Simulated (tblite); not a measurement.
Species: C5H7N2 (doublet state).
Bonds: C1–C2, C2–C3 (aromatic), C3–N4 (aromatic), N4–N5 (aromatic), N5–C6, N5–C7 (aromatic), C2–C7 (aromatic). Hydrogens: H8, H9, H10 on C1; H11, H12, H13 on C6; H14 on C7.

Computed geometry: GFN2-xTB, gas phase. This method treats the open shell by occupation alone, without spin polarisation.

(1) What internal coordinates does the optimisation give?

## Answers

(1) 
```json
{"bond": "C1–C2", "length (pm)": "148.6"}
{"bond": "C2–C3", "length (pm)": "139.9"}
{"bond": "C3–N4", "length (pm)": "129.6"}
{"bond": "N4–N5", "length (pm)": "134.0"}
{"bond": "N5–C6", "length (pm)": "143.4"}
{"bond": "N5–C7", "length (pm)": "135.4"}
{"bond": "C2–C7", "length (pm)": "138.6"}
{"bond": "C1–H8, C1–H9, C1–H10", "length (pm)": "108.9"}
{"bond": "C6–H11, C6–H12, C6–H13", "length (pm)": "109.1"}
{"bond": "C7–H14", "length (pm)": "107.3"}
```

Bonds in one row agree within 1 pm and their mean is given. A selection of angles:
```json
{"angle": "C2–C1–H8", "degrees": "110.5"}
{"angle": "C2–C1–H10", "degrees": "110.1"}
{"angle": "H8–C1–H9", "degrees": "108.0"}
{"angle": "H8–C1–H10", "degrees": "108.9"}
{"angle": "C1–C2–C3", "degrees": "129.5"}
{"angle": "C1–C2–C7", "degrees": "128.6"}
{"angle": "C3–C2–C7", "degrees": "101.9"}
{"angle": "C2–C3–N4", "degrees": "113.8"}
{"angle": "C3–N4–N5", "degrees": "105.6"}
{"angle": "N4–N5–C6", "degrees": "121.4"}
{"angle": "N4–N5–C7", "degrees": "110.5"}
{"angle": "C6–N5–C7", "degrees": "128.1"}
{"angle": "N5–C6–H11", "degrees": "109.2"}
{"angle": "N5–C6–H12", "degrees": "110.5"}
{"angle": "H11–C6–H12", "degrees": "109.4"}
{"angle": "H12–C6–H13", "degrees": "108.5"}
{"angle": "N5–C7–H14", "degrees": "121.8"}
{"angle": "C2–C7–N5", "degrees": "108.3"}
{"angle": "C2–C7–H14", "degrees": "129.9"}
```

N5 (nitrogen bonded to 2 C and N) is planar (angles 128.1°, 121.4° and 110.5°, sum 360.0°, 0.00 Å off the plane of its three neighbours). C7 (carbon bonded to C, N and H) is planar (angles 129.9°, 121.8° and 108.3°, sum 360.0°, 0.00 Å off the plane of its three neighbours). The 5-membered ring C2–C3–N4–N5–C7 has internal angles of 101.9° to 113.8°; it is planar, 0.00 Å rms from its mean plane, widest ring torsion 0°. The 7 heavy atoms lie in one plane (0.001 Å rms). The C–C distances run from 1.386 Å (C2–C7, aromatic) to 1.486 Å (C1–C2, drawn single), a spread of 0.100 Å. C2 (carbon bonded to 3 C) is planar (angles 129.5°, 128.6° and 101.9°, sum 360.0°, 0.00 Å off the plane of its three neighbours). Of the pairs four or more bonds apart, H11···H14 is among the closest relative to their van der Waals radii: 2.50 Å, 104 % of the sum of Bondi's values.

Point group: near Cs, missed by 0.26 Å at most; the miss may be what the optimiser left on a soft mode. GFN2-xTB frequencies show an imaginary mode (62i cm⁻¹), so the point is no minimum at that level. 2 starts were optimised and ended at 0.00 and 0.03 kcal/mol (GFN2-xTB); the lowest of these is shown.
